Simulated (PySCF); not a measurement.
tellurium atom (Te), triplet (core potentials on Te); HSE06/def2-SVP (PySCF).

Input for PySCF:
```python
from pyscf import gto, scf, dft

mol = gto.Mole()
mol.atom = '''
    Te    0.000000    0.000000    0.000000
'''
mol.basis = 'def2-svp'
mol.ecp = {'Te': 'def2-svp'}
mol.charge = 0
mol.spin = 2
mol.verbose = 5
mol.build()

mf = dft.UKS(mol)
mf.xc = 'hse06'
mf.kernel()
```

Task: Write the output that PySCF gives for this input, abridged.

Result: 
```
PySCF version 2.14.0

[INPUT] verbose = 5
[INPUT] max_memory = 4000
[INPUT] num. atoms = 1
[INPUT] num. electrons = 24
[INPUT] charge = 0
[INPUT] spin (= nelec alpha-beta = 2S) = 2
[INPUT] symmetry False subgroup None
[INPUT] Mole.unit = angstrom
[INPUT] Symbol           X                Y                Z      unit          X                Y                Z       unit  Magmom
[...]
[INPUT] ---------------- BASIS SET ----------------
[INPUT] l, kappa, [nprim/nctr], expnt,             c_1 c_2 ...
[INPUT] Te
[...]
                                21.919773309      -0.13203517066
                                18.06127139       0.36203197834
                                8.1403463241      -0.75591120276
                                2.0705998798      0.791929284
                                0.97715185085     0.4055834254
[...]
                                1.6122696062      0.35202140517
[...]
                                10.433943171      -0.41205302672
                                1.3623024763      0.78760578076
                                0.59239616258     0.15283299018
[...]
                                18.884095378      -0.0035221408938
                                4.252730463       0.28254216065
                                1.8757557092      0.52039372916
                                0.77069282849     0.32213541689
[...]
nuclear repulsion = 0
number of shells = 10
number of NR pGTOs = 61
number of NR cGTOs = 26
basis = def2-svp
ecp = {'Te': 'def2-svp'}

******** <class 'pyscf.dft.uks.UKS'> ********
method = UKS
initial guess = minao
damping factor = 0
level_shift factor = 0
DIIS = <class 'pyscf.scf.diis.CDIIS'>
diis_start_cycle = 1
diis_space = 8
diis_damp = 0
SCF conv_tol = 1e-09
SCF conv_tol_grad = None
SCF max_cycles = 50
direct_scf = True
direct_scf_tol = 1e-13
number electrons alpha = 13  beta = 11
XC library pyscf.dft.libxc version 7.1.2
    S. Lehtola, C. Steigemann, M. J. T. Oliveira, and M. A. L. Marques,  SoftwareX 7, 1–5 (2018)
XC functionals = hse06
    J. Heyd, G. E. Scuseria, and M. Ernzerhof,  J. Chem. Phys. 118, 8207 (2003)
    J. Heyd, G. E. Scuseria, and M. Ernzerhof,  J. Chem. Phys. 124, 219906 (2006)
    A. V. Krukau, O. A. Vydrov, A. F. Izmaylov, and G. E. Scuseria,  J. Chem. Phys. 125, 224106 (2006)
radial grids:
    Treutler-Ahlrichs [JCP 102, 346 (1995); DOI:10.1063/1.469408] (M4) radial grids

becke partition: Becke, JCP 88, 2547 (1988); DOI:10.1063/1.454033
pruning grids: <function nwchem_prune>
grids dens level: 3
symmetrized grids: False
atomic radii adjust function: <function treutler_atomic_radii_adjust>
small_rho_cutoff = 0
Set gradient conv threshold to 3.16228e-05
Density of valence part of ANO basis will be used as initial guess for Te
atom Te rad-grids = 95, ang-grids = [ 50  50  50  50  50  50  50  50  50  50  50  50  50  50  50  50  50  50
  50  50  50  50  50  50  50  50  50  50  50  50  86  86  86  86  86  86
  86  86  86  86  86  86  86  86  86  86 350 350 350 350 350 350 350 350
 350 350 350 434 434 434 434 434 434 434 434 434 434 434 434 434 434 434
 434 434 434 434 434 434 434 434 350 350 350 350 350 350 350 350 350 350
 350 350 350 350 350]
tot_boxes 729, boxes in each direction [7 7 7]
Padding 2 grids
tot grids = 21960
nelec by numeric integration = [11.19704628 11.19704628]
E1 = -403.46470180867857  E2 = 163.09875752273612  Ecoul = 180.76967965730398  Exc = -17.670922134567856
init E= -240.365944285942
cond(S) = 40.14382247279977

  alpha mo_energy =
[-8.40022051 -6.45208333 -6.45208333 -6.45208333 -3.47829383 -3.47829383
 -3.47829383 -3.47829383 -3.47829383 -1.5541364  -1.04122287 -1.04122287
 -1.04122287 -0.37656821 -0.37656821 -0.37656821 -0.37656821 -0.37656821
 -0.36705392 -0.22696052 -0.22696052 -0.22696052 16.30685414 16.30685414
 16.30685414 49.34879127]
  beta  mo_energy =
[-8.40022051 -6.45208333 -6.45208333 -6.45208333 -3.47829383 -3.47829383
 -3.47829383 -3.47829383 -3.47829383 -1.5541364  -1.04122287 -1.04122287
[...]
cycle= 46 E= -267.983984637844  delta_E= 8.36e-08  |g|= 5.6e-06  |ddm|= 1.75e-07
  alpha mo_energy =
[-6.32209537 -4.45000857 -4.45000853 -4.42936344 -1.63052999 -1.63052996
 -1.61327428 -1.61327426 -1.60766007 -0.62863582 -0.2747893  -0.27478929
 -0.23402836  0.18849537  0.29270407  0.29270407  0.30784209  0.30784211
  0.32155037  0.32155038  0.33278761  0.33376351 18.55523133 18.555232
 18.57287771 52.33309224]
  beta  mo_energy =
[-6.31480892 -4.44030864 -4.44030844 -4.4268415  -1.61823843 -1.61823842
 -1.60639381 -1.60639358 -1.60221621 -0.55739845 -0.21025492 -0.16372194
 -0.16372193  0.21762322  0.34590506  0.34883063  0.34883065  0.365121
  0.36512105  0.36759459  0.37284835  0.37284837 18.57163725 18.57163756
 18.57738401 52.33794259]
multiplicity <S^2> = 2.0020311  2S+1 = 3.0013538
nelec by numeric integration = [13. 11.]
E1 = -466.9488527897231  E2 = 198.9648680877916  Ecoul = 219.73024980605663  Exc = -20.765381718265036
cycle= 47 E= -267.983984701931  delta_E= -6.41e-08  |g|= 4.52e-06  |ddm|= 1.35e-07
  alpha mo_energy =
[-6.32209537 -4.45000857 -4.45000853 -4.42936343 -1.63052999 -1.63052995
 -1.61327428 -1.61327426 -1.60766007 -0.62863582 -0.2747893  -0.27478929
 -0.23402836  0.18849537  0.29270407  0.29270408  0.30784209  0.30784212
  0.32155037  0.32155038  0.33278761  0.33376351 18.55523132 18.55523201
 18.57287767 52.33309224]
  beta  mo_energy =
[-6.31480892 -4.4403086  -4.44030846 -4.4268415  -1.61823843 -1.61823841
 -1.60639378 -1.60639362 -1.60221621 -0.55739845 -0.21025492 -0.16372194
 -0.16372193  0.21762322  0.34590506  0.34883063  0.34883065  0.36512099
  0.36512105  0.36759458  0.37284835  0.37284837 18.57163729 18.57163751
 18.57738391 52.33794259]
multiplicity <S^2> = 2.0020311  2S+1 = 3.0013538
nelec by numeric integration = [13. 11.]
E1 = -466.9488528770359  E2 = 198.96486822239083  Ecoul = 219.7302498997826  Exc = -20.765381677391748
cycle= 48 E= -267.983984654645  delta_E= 4.73e-08  |g|= 5.45e-06  |ddm|= 9.02e-08
  alpha mo_energy =
[-6.32209538 -4.45000857 -4.45000853 -4.42936343 -1.63052998 -1.63052996
 -1.61327427 -1.61327426 -1.60766007 -0.62863583 -0.2747893  -0.27478929
 -0.23402836  0.18849537  0.29270407  0.29270407  0.30784209  0.30784211
  0.32155037  0.32155038  0.33278761  0.33376351 18.55523126 18.55523194
 18.57287769 52.33309224]
  beta  mo_energy =
[-6.31480892 -4.44030861 -4.44030848 -4.42684149 -1.61823844 -1.61823841
 -1.60639378 -1.60639364 -1.60221618 -0.55739845 -0.21025492 -0.16372194
 -0.16372193  0.21762322  0.34590506  0.34883063  0.34883065  0.36512099
  0.36512105  0.36759459  0.37284835  0.37284837 18.57163731 18.57163751
 18.57738388 52.3379426 ]
multiplicity <S^2> = 2.0020311  2S+1 = 3.0013538
nelec by numeric integration = [13. 11.]
E1 = -466.94885295388553  E2 = 198.964868233799  Ecoul = 219.73024998248005  Exc = -20.765381748681044
cycle= 49 E= -267.983984720087  delta_E= -6.54e-08  |g|= 4.93e-06  |ddm|= 6.37e-08
  alpha mo_energy =
[-6.32209537 -4.45000856 -4.45000853 -4.42936343 -1.63052998 -1.63052995
 -1.61327427 -1.61327426 -1.60766007 -0.62863582 -0.2747893  -0.27478929
 -0.23402836  0.18849537  0.29270407  0.29270408  0.30784209  0.30784211
  0.32155037  0.32155038  0.33278761  0.33376351 18.55523133 18.55523194
 18.57287776 52.33309224]
  beta  mo_energy =
[-6.31480892 -4.44030861 -4.44030846 -4.4268415  -1.61823843 -1.61823841
 -1.6063938  -1.60639362 -1.6022162  -0.55739844 -0.21025492 -0.16372194
 -0.16372193  0.21762322  0.34590506  0.34883063  0.34883065  0.365121
  0.36512105  0.36759459  0.37284835  0.37284837 18.57163728 18.57163752
 18.57738399 52.3379426 ]
multiplicity <S^2> = 2.0020311  2S+1 = 3.0013538
nelec by numeric integration = [13. 11.]
E1 = -466.94885279055086  E2 = 198.96486816153575  Ecoul = 219.73024980669163  Exc = -20.765381645155877
cycle= 50 E= -267.983984629015  delta_E= 9.11e-08  |g|= 5.13e-06  |ddm|= 8.12e-08
SCF not converged.
SCF energy = -267.983984629015 after 50 cycles  <S^2> = 2.0020311  2S+1 = 3.0013538
```

Convergence was not reached.
